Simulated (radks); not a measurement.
Neutral beryllium, 4 electrons, occupied as [He] 2s1 5d1 (not the ground configuration). Method: scalar-relativistic Kohn-Sham, PBE, spin-unpolarised, spherical densities, finite nucleus; Fermi nuclear charge, rms radius 2.519 fm; computed with a radial shooting solver on a logarithmic mesh with Libxc functionals.

Normalised radial functions P(r) = r R(r), r in bohr:

r,1s,2s
0.03868,0.4878,0.1133
0.05864,0.6827,0.1581
0.0896,0.9225,0.2122
0.1369,1.1705,0.2645
0.2092,1.3531,0.2914
0.3197,1.3641,0.2531
0.4846,1.1330,0.1089
0.7405,0.7042,-0.1596
1.132,0.2860,-0.4785
1.729,0.0624,-0.6815
2.621,0.0057,-0.5875
4.005,0.0001,-0.2786
6.12,0.0000,-0.0594
9.352,0.0000,-0.0039
14.18,0.0000,-0.0001
21.66,0.0000,0.0000
33.1,0.0000,0.0000
50.58,0.0000,0.0000
76.68,0.0000,0.0000

1s: eigenvalue -116.53 eV, 0 radial nodes, <r> = 0.420 bohr, 90 % of the charge inside 0.758 bohr. 2s: eigenvalue -12.466 eV, 1 radial node at r = 0.588 bohr, <r> = 2.30 bohr, 90 % of the charge inside 3.57 bohr.
